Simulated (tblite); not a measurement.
C₇H₁₂Si.
Structure used (GFN2-xTB), in Å, numbered top down from 1:
```xyz
20
C7H12Si angstrom
C      2.6721   -1.1019   -0.1155
C      2.0463    0.0092   -0.4326
Si     1.8936    1.8490   -0.6220
C      0.6356    0.4213   -0.7693
C     -0.4292    0.1439    0.2585
C     -1.0677   -1.2624    0.2259
C     -2.4620   -0.6200    0.1963
C     -1.8175    0.7602   -0.0033
H      2.1664   -2.0583   -0.0977
H      3.7222   -1.1196    0.1342
H      2.3542    2.4798   -1.8466
H      1.8589    2.6780    0.5701
H      0.3150    0.1369   -1.7695
H     -0.0479    0.3920    1.2513
H     -0.8544   -1.8979    1.0832
H     -0.8295   -1.8093   -0.6845
H     -2.9958   -0.7109    1.1404
H     -3.1148   -0.9540   -0.6082
H     -2.1306    1.5341    0.6945
H     -1.9202    1.1404   -1.0180
```

All values are computed: GFN2-xTB (tblite) harmonic vibrations without scaling, gas phase. Against measured fundamentals such values can be off by several per cent, at times by over 20. Modes of hydrogen on silicon can be 10 to 20 % off. One conformer, not necessarily the lowest.

Harmonic wavenumbers (cm⁻¹): 50.1, 58.0, 90.6, 178.2, 230.9, 261.3, 330.1, 398.7, 448.7, 501.2, 540.3, 632.2, 665.9, 716.7, 730.4, 754.6, 805.5, 820.2, 884.2, 896.3, 972.5, 991.6, 996.4, 1035.8, 1040.9, 1073.2, 1083.1, 1095.8, 1174.2, 1185.4, 1189.3, 1229.4, 1238.0, 1247.8, 1259.1, 1262.1, 1340.9, 1423.4, 1474.9, 1477.5, 1496.6, 1765.0, 2347.7, 2348.7, 2953.5, 2973.9, 2989.1, 2999.0, 3007.1, 3011.8, 3013.8, 3016.9, 3035.1, 3071.4.

A = 3089, B = 1104, C = 859.5 MHz; mass 124.071 u (most abundant isotopes); point group C1, symmetry number 1.

Q: What is the zero-point energy?

A: ½Σν̃ = 35908 cm⁻¹ = 429.55 kJ/mol.

Q: What is S at 500 K and 1 bar for an ideal gas of classical rigid rotors and harmonic oscillators?

A: Translation 179.73, rotation 128.14, vibration 195.68: S = 503.5 J/(mol K).

Q: And Cp and H(500 K) − H(0)?

A: Cp = 243.28 J/(mol K), of which vibrations give 210.02 (their classical limit is 54 R = 449.0); H(500 K) − H(0) = 68.05 kJ/mol without the zero-point energy, 51.42 from vibrations.

Q: How do the functions run with temperature in this model?

A: 
```
 T (K)  S (J/(mol K))  Cp (J/(mol K))  H − H(0) (kJ/mol)  G − H(0) (kJ/mol)  ln q(vib)
   150          320.2            89.6               9.27             -38.75       2.86
   250          375.7           132.9              20.32             -73.60       5.15
298.15          401.1           156.2              27.28             -92.30       6.27
   400          453.7           203.6              45.65            -135.84       8.71
   600          550.9           275.8              94.06            -236.46      13.64
   900          676.8           344.1             187.93            -421.20      20.91
```

q(vib) and H(0) count from the zero-point level.

Q: Which modes carry the vibrational entropy at 500 K?

A: 50.1 cm⁻¹: 24.43; 58.0 cm⁻¹: 23.21; 90.6 cm⁻¹: 19.52; 178.2 cm⁻¹: 13.96; 230.9 cm⁻¹: 11.86; 261.3 cm⁻¹: 10.88 J/(mol K); the other 48 give 91.83 together.

Hindered rotation and anharmonicity are outside this model. Other conformers, if any are populated, would add a mixing term that is left out. The structure is chiral; the term R ln 2 for an equal mix with its mirror image is left out.
